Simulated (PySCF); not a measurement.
CHF₂NO₂Si. Atoms are numbered in the order given.

```xyz
8

O      0.0224    -3.3305     0.0000
C      0.0107    -2.1531     0.0000
N     -0.0052    -0.9431     0.0000
Si     0.0028     0.7484     0.0000
O      1.5648     1.2554     0.0000
F     -0.8042     1.3014     1.2895
F     -0.8042     1.3014    -1.2895
H      1.7120     2.2173     0.0000
```
Charge 0, spin multiplicity 1.

The structure is a stationary point at PBE-D3(BJ)/def2-SVP. This is a generated structure with no PubChem entry under its InChIKey; it may be hypothetical. One conformer was computed; it need not be the lowest.

These are HF/def2-TZVP run with PySCF values and carry that method's errors.

Gas-phase values at a fixed geometry.

total energy: -730.90217 hartree
point group: Cs
highest occupied level: -13.11 eV
lowest empty level: 2.98 eV
orbital gap: 16.09 eV
dipole moment: 2.33 D
quadrupole, principal values (traceless, Buckingham form, about the centre of nuclear charge): -6.92, -1.11, 8.03 D·Å
mean static polarisability: 39.0 bohr³ (5.77 Å³)
polarisability, principal values: 28.7, 30.4, 57.7 bohr³
